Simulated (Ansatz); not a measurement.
Two members of one family (Series MoX4), computed with Ansatz in the gas phase; def2 core potentials for I, Mo, no spin–orbit coupling. The two geometries come from different levels. HOMO and LUMO are taken over both spins. Binding counts from free atoms in the multiplicity of their measured ground term, without zero-point energy. Singlets are spin-restricted. The spins of the ions were chosen, not always searched. A dash marks a value that wasn't run or was left out as unsound. The structures are stationary points that may keep the symmetry of their start. Remarks come from the PBE and PBE0 runs and from stability tests at other levels; not every state was tested. HOMO above LUMO (over both spins in singlets and doublets, within one spin in higher multiplets; at PBE or PBE0), or a gap under 0.15 eV within one spin, warns that the state may not be the lowest or that an electron is smeared out.

First: MoI4 (triplet, charge 0, r2SCAN-D4/def2-SVP geometry; oxidised ion doublet).

Cartesian coordinates in Å:
```
Mo -0.0003 0.0000 -0.0001
I 1.6941 1.8202 0.7206
I 0.5560 -0.7946 -2.3999
I -2.3948 0.9814 0.0511
I 0.1450 -2.0070 1.6283
```

```csv
level,HOMO (eV),LUMO (eV),gap (eV),vertical IE (eV),binding per atom (eV)
PBE-D4/def2-TZVP,-5.29,-4.19,1.10,7.48,2.46
r2SCAN-D4/def2-TZVP,-5.79,-4.33,1.47,7.86,2.27
PBE0-D4/def2-SVP,-6.79,-3.76,3.04,–,2.22
PBE0-D4/def2-TZVP,-6.80,-3.75,3.05,8.12,2.23
BHLYP-D4/def2-TZVP,-8.07,-3.03,5.04,–,2.06
```

Metal–donor distances: 4 × I 2.59 Å. Remarks: HOMO above LUMO (singlet), restricted SCF unstable in HF (singlet), gap within one spin near zero at PBE or PBE0 (+1 doublet).

Second: MoBr4 (triplet, charge 0, PBE-D4/def2-SVP geometry; oxidised ion doublet).

```xyz
5

Mo    0.0003    0.0000   -0.0001
Br    2.1440   -0.3942    0.9902
Br    0.2901    0.8667   -2.2133
Br   -1.2128    1.5839    1.3252
Br   -1.2216   -2.0564   -0.1020
```

Task: Estimate how these quantities change from the first to the second (second minus first).

Result: 
| level | Δ HOMO (eV) | Δ LUMO (eV) | Δ gap (eV) | Δ vertical IE (eV) | Δ binding per atom (eV) |
| --- | --- | --- | --- | --- | --- |
| PBE-D4/def2-TZVP | -0.25 | -0.07 | 0.18 | 0.56 | 0.43 |
| r2SCAN-D4/def2-TZVP | -0.28 | -0.06 | 0.22 | 0.58 | 0.48 |
| PBE0-D4/def2-SVP | -0.40 | 0.02 | 0.42 | – | 0.45 |
| PBE0-D4/def2-TZVP | -0.41 | 0.01 | 0.42 | 0.60 | 0.44 |
| BHLYP-D4/def2-TZVP | -0.62 | 0.10 | 0.72 | – | 0.43 |

Metal–donor distances: 4 × Br 2.39 Å. Remarks: HOMO above LUMO (singlet), restricted SCF unstable in HF (singlet), gap within one spin near zero at PBE or PBE0 (+1 doublet).
